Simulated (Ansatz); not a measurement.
Consider the isomerisation: `C[SiH](Cl)C#CO` → `C=C=C(Cl)O[SiH3]`.

Computed with Ansatz on PBE0-D4/def2-TZVP structures; ΔE is electronic, products minus reactants. CCSD(T)/CBS adds triple-zeta CCSD(T) − MP2 to the extrapolated MP2 energy (def2 sets, frozen cores). Each species was taken in one conformer, which may not be the lowest.

| level | ΔE (kJ/mol) |
| --- | --- |
| SCS-MP2/def2-TZVPP | 147.5 |
| SCS-MP2/def2-QZVPP | 150.6 |

Task: What does CCSD(T)/CBS give? (An estimate is asked.)

Result: Computed: +143.8 kJ/mol. The listed levels differ from it by 3.7, 6.8 kJ/mol.

Largest T1 diagnostic among the species: 0.012.

From PBE to PBE0 (25 % exact exchange), in def2-TZVPP and without D4, ΔE moves by +12.2 kJ/mol.
